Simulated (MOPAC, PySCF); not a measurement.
C2H5F3Si, SMILES `CC[Si](F)(F)F`, neutral singlet in the gas phase. 

Cartesian coordinates (Å):
```xyz
11

C     -1.3500     0.2872    -0.3986
C     -0.2991    -0.1036     0.6539
Si     1.4170    -0.1995    -0.0342
F      1.5211    -1.2934    -1.2282
F      2.5105    -0.6125     1.0891
F      1.8888     1.2205    -0.6620
H     -1.1278     1.2794    -0.8401
H     -1.3802    -0.4466    -1.2289
H     -2.3645     0.3358     0.0445
H     -0.5332    -1.0901     1.1094
H     -0.2827     0.6228     1.4952
```
Charge 0, multiplicity 1.

All levels are single points at this geometry (PBE-D3(BJ)/def2-SVP); Pople sets use spherical d functions. Orbital energies aren't observables, and empty levels follow the basis.

B3LYP/3-21G in PySCF gives HOMO (eV) = -9.21.

**Question.** Estimate the HOMO (eV) from each of these levels: PBE-D3(BJ)/def2-TZVP in PySCF; B3LYP/6-311+G** in PySCF; B3LYP/6-31G* in PySCF; B3LYP/LANL2DZ in PySCF; BP86/6-31G* in PySCF; M06-2X/6-31G* in PySCF; PBE/6-31G* in PySCF; HF/3-21G in PySCF; HF/6-31G* in PySCF; PM3 in MOPAC; PM6 in MOPAC; PM7 in MOPAC.

**Answer.** 
```json
[
 {"level": "PBE-D3(BJ)/def2-TZVP in PySCF", "HOMO (eV)": "-8.16"},
 {"level": "B3LYP/6-311+G** in PySCF", "HOMO (eV)": "-9.56"},
 {"level": "B3LYP/6-31G* in PySCF", "HOMO (eV)": "-9.17"},
 {"level": "B3LYP/LANL2DZ in PySCF", "HOMO (eV)": "-9.79"},
 {"level": "BP86/6-31G* in PySCF", "HOMO (eV)": "-8.00"},
 {"level": "M06-2X/6-31G* in PySCF", "HOMO (eV)": "-10.73"},
 {"level": "PBE/6-31G* in PySCF", "HOMO (eV)": "-7.89"},
 {"level": "HF/3-21G in PySCF", "HOMO (eV)": "-13.12"},
 {"level": "HF/6-31G* in PySCF", "HOMO (eV)": "-13.07"},
 {"level": "PM3 in MOPAC", "HOMO (eV)": "-10.78"},
 {"level": "PM6 in MOPAC", "HOMO (eV)": "-10.91"},
 {"level": "PM7 in MOPAC", "HOMO (eV)": "-12.04"}
]
```
